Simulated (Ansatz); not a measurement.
`CCO[SiH](C)F` + H₂ → `CCO[SiH2]C` + H–F  (hydrogenolysis of the Si–F bond)

Program: Ansatz. Geometries: PBE0-D4/def2-TZVP. ΔE: electronic, gas phase. CCSD(T)/CBS is the MP2 limit (def2-TZVPP, def2-QZVPP) plus CCSD(T) − MP2 in def2-TZVPP, frozen cores. This one scheme is used for every species. Functionals use def2-TZVPP. Each species was taken in one conformer, which may not be the lowest.

`CCO[SiH](C)F`:

Cartesian coordinates in Å:
```
C -1.815 -1.648 0.581
C -0.455 -1.014 0.438
O -0.591 0.396 0.463
Si 0.606 1.480 0.260
C 1.575 1.211 -1.295
F 1.639 1.373 1.481
H -2.470 -1.340 -0.237
H -1.730 -2.737 0.566
H -2.279 -1.348 1.523
H 0.012 -1.327 -0.505
H 0.203 -1.334 1.254
H -0.039 2.808 0.335
H 0.923 1.258 -2.171
H 2.076 0.240 -1.291
H 2.343 1.982 -1.402
```

H₂:

Cartesian coordinates in Å:
```
H -0.334 0.134 0.098
H 0.334 -0.134 -0.098
```

`CCO[SiH2]C`:

Cartesian coordinates in Å:
```
C -0.146 -1.579 1.758
C 0.364 -1.527 0.335
O -0.237 -0.481 -0.401
Si 0.366 1.048 -0.482
C -0.646 1.978 -1.728
H -1.232 -1.694 1.769
H 0.297 -2.425 2.290
H 0.106 -0.665 2.301
H 0.127 -2.461 -0.185
H 1.458 -1.423 0.326
H 0.303 1.722 0.849
H 1.805 0.987 -0.875
H -0.584 1.504 -2.710
H -1.695 2.009 -1.427
H -0.287 3.007 -1.820
```

H–F:

Cartesian coordinates in Å:
```
F -0.085 0.098 0.441
H 0.085 -0.098 -0.441
```

```json
{"species": "`CCO[SiH](C)F`", "B2PLYP energy (Eh)": "-584.22041"}
{"species": "H₂", "B2PLYP energy (Eh)": "-1.16991"}
{"species": "`CCO[SiH2]C`", "B2PLYP energy (Eh)": "-484.89815"}
{"species": "H–F", "B2PLYP energy (Eh)": "-100.43758"}
```

Q: Work out ΔE.

A: ΔE = (-484.89815) + (-100.43758) − (-584.22041) − (-1.16991) = 0.05459 Eh = +34.3 kcal/mol. CCSD(T)/CBS gives +33.5 kcal/mol.

Largest T1 diagnostic among the species: 0.011.
